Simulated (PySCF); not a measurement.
C₄H₉O, SMILES CCC(C)=[OH+], charge +1.

Coordinates come from a PBE0-D3(BJ)/def2-SVP optimisation. The isomer is the one that the SMILES or the coordinates give; other isomers of the formula were not compared. The values are those of a single conformer.

Computed with TDA-PBE/def2-SVPD in PySCF.

Vertical excitations. Isolated molecule, no solvent.

Computed lowest excited states:
```
state  energy (eV)  λ (nm)      f                                                              main pairs
-----  -----------  ------  -----  ----------------------------------------------------------------------
S1            4.96     250  0.001                                                          HOMO→LUMO 95 %
S2            5.16     240  0.010                                                        HOMO−1→LUMO 94 %
S3            6.26     198  0.050                                      HOMO−2→LUMO 72 %, HOMO−3→LUMO 16 %
S4            6.52     190  0.021                     HOMO−3→LUMO 60 %, HOMO−4→LUMO 22 %, HOMO−2→LUMO 9 %
S5            6.95     178  0.197  HOMO−4→LUMO 38 %, HOMO−5→LUMO 30 %, HOMO−3→LUMO 19 %, HOMO−2→LUMO 10 %
S6            7.45     166  0.005                                                        HOMO−6→LUMO 98 %
S7            7.75     160  0.172                                      HOMO−5→LUMO 46 %, HOMO−4→LUMO 34 %
S8            8.35     148  0.004                                                        HOMO→LUMO+1 99 %
S9            8.52     146  0.032                                                      HOMO−1→LUMO+1 98 %
S10           9.27     134  0.008                                    HOMO−8→LUMO 64 %, HOMO−2→LUMO+1 34 %
T1            4.75     261      0                                        HOMO−1→LUMO 53 %, HOMO→LUMO 46 %
T2            4.83     256      0                                        HOMO→LUMO 54 %, HOMO−1→LUMO 46 %
T3            5.57     222      0                                                        HOMO−2→LUMO 97 %
T4            6.09     204      0                    HOMO−4→LUMO 54 %, HOMO−3→LUMO 30 %, HOMO−5→LUMO 14 %
```
Triplets are in the Tamm–Dancoff approximation.
